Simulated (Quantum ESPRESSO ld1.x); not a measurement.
Species: Yb27+. Configuration: [Kr] 4d7. Method: Dirac Kohn-Sham, PW91, spin-unpolarised, spherical densities, point nucleus; open shells fill j = l - 1/2 first; computed with ld1.x of Quantum ESPRESSO 7.5.

Normalised radial functions P(r) = r R(r) (large component), r in bohr:

r	4p3/2	4f5/2
0.00157	0.0060	0.0000
0.001785	0.0076	0.0000
0.002045	0.0098	0.0000
0.002324	0.0124	0.0000
0.002641	0.0157	0.0000
0.003002	0.0198	0.0000
0.003439	0.0254	0.0000
0.003909	0.0320	0.0000
0.004443	0.0402	0.0000
0.00509	0.0511	0.0000
0.005785	0.0638	0.0000
0.006575	0.0794	0.0000
0.007533	0.0998	0.0000
0.008561	0.1232	0.0001
0.00973	0.1513	0.0001
0.01115	0.1869	0.0001
0.01267	0.2264	0.0002
0.0144	0.2721	0.0004
0.0165	0.3275	0.0006
0.01875	0.3856	0.0010
0.02131	0.4483	0.0015
0.02442	0.5176	0.0024
0.02775	0.5819	0.0038
0.03154	0.6406	0.0059
0.03613	0.6894	0.0093
0.04107	0.7144	0.0143
0.04668	0.7095	0.0216
0.05305	0.6653	0.0324
0.06078	0.5654	0.0493
0.06908	0.4155	0.0722
0.07851	0.2111	0.1044
0.08995	-0.0571	0.1518
0.1022	-0.3383	0.2124
0.1162	-0.6171	0.2917
0.1331	-0.8662	0.3997
0.1513	-1.0088	0.5256
0.172	-1.0190	0.6744
0.197	-0.8526	0.8536
0.2239	-0.5253	1.0338
0.2545	-0.0618	1.2123
0.2916	0.5096	1.3814
0.3314	1.0311	1.5009
0.3766	1.4439	1.5626
0.4315	1.6837	1.5469
0.4904	1.6904	1.4489
0.5574	1.5070	1.2771
0.6386	1.1766	1.0362
0.7258	0.8259	0.7858
0.8249	0.5120	0.5458
0.9375	0.2777	0.3436
1.074	0.1233	0.1855
1.221	0.0480	0.0899
1.388	0.0154	0.0373
1.59	0.0036	0.0121
1.807	0.0007	0.0034
2.053	0.0001	0.0008
2.353	0.0000	0.0001
2.674	0.0000	0.0000

4p3/2: eigenvalue -1154.2 eV, 2 radial nodes at r = 0.0875, 0.258 bohr, <r> = 0.479 bohr, 90 % of the charge inside 0.686 bohr. 4f5/2 (empty): eigenvalue -823.38 eV, 0 radial nodes, <r> = 0.462 bohr, 90 % of the charge inside 0.695 bohr.
